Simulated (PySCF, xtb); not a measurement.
Sn(H)(Cl)(OH)2 (ClH₃O₂Sn), SMILES [OH][SnH]([OH])[Cl]. Other conformers were not sampled.

Harmonic wavenumbers (cm⁻¹) from GFN2-xTB in xtb 6.7.1 at its own minimum, in rising order: 116, 133, 150, 174, 217, 328, 444, 466, 482, 499, 787, 832, 1588, 3617, 3658.

What does B3LYP-D3(BJ)/def2-SVP (PySCF) give at its own minimum? (Estimate from the structure and the level; the computed values follow.)

97, 138, 165, 183, 226, 367, 541, 557, 620, 636, 854, 867, 1971, 3813, 3822. Paired by order, the mean absolute difference is 94 cm⁻¹ and the zero-point energies are 19.3 and 21.2 kcal/mol.
